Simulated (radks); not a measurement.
The numbers below are computed, except where a source is named.
Neutral lanthanum inside a hard spherical wall (all orbitals vanish at R), configuration held at [Xe] 5d1 6s2 and not refilled when levels cross. Code: a radial shooting solver on a logarithmic mesh with Libxc functionals. Model: scalar-relativistic Kohn-Sham, LDA (Slater exchange, VWN5 correlation), spin-polarised, spherical densities, point nucleus; open shells are filled with parallel spins first (spin-orbit coupling, left out, can overturn this in heavy ions). Eigenvalues in eV for spin up, with the zero of energy where the potential of the charges vanishes at infinity; a dash marks a level that is unbound or too diffuse for the functional's potential to be trusted. A positive occupied level is held by the wall or, in an anion where self-interaction has pushed it up, behind a barrier. The pressure on the wall is -dE/dV.

R (bohr) = free: E (hartree) -8486.8991; kinetic (hartree) 8975.294; e(5s) -39.185; e(5p) -22.633; e(6s) -3.943; e(5d) -3.396; e(6p, empty) -1.476; e(7s, empty) -0.097; pressure (GPa) 0
R (bohr) = 20: E (hartree) -8486.8991; kinetic (hartree) 8975.294; e(5s) -39.185; e(5p) -22.633; e(6s) -3.942; e(5d) -3.396; e(6p, empty) -1.476; e(7s, empty) 0.021; pressure (GPa) < 0.0001
R (bohr) = 12: E (hartree) -8486.8986; kinetic (hartree) 8975.300; e(5s) -39.143; e(5p) -22.591; e(6s) -3.910; e(5d) -3.360; e(6p, empty) -1.382; e(7s, empty) 1.188; pressure (GPa) 0.00832
R (bohr) = 8: E (hartree) -8486.8747; kinetic (hartree) 8975.454; e(5s) -38.347; e(5p) -21.818; e(6s) -3.187; e(5d) -2.681; e(6p, empty) -0.091; e(7s, empty) 6.769; pressure (GPa) 0.838
R (bohr) = 5: E (hartree) -8486.4642; kinetic (hartree) 8977.152; e(5s) -34.018; e(5p) -17.735; e(6s) 3.778; e(5d) 1.699; e(6p, empty) 10.029; e(7s, empty) 35.280; pressure (GPa) 42.4
R (bohr) = 4: E (hartree) -8485.5600; kinetic (hartree) 8980.614; e(5s) -29.286; e(5p) -13.157; e(6s) 15.724; e(5d) 7.715; e(6p, empty) 25.533; e(7s, empty) 71.369; pressure (GPa) 241
R (bohr) = 2: E (hartree) -8455.7650; kinetic (hartree) 9074.422; e(5s) 42.006; e(5p) 68.949; e(6s) 243.12; e(5d) 114.57; e(6p, empty) 274.88; e(7s, empty) 540.44; pressure (GPa) 37600
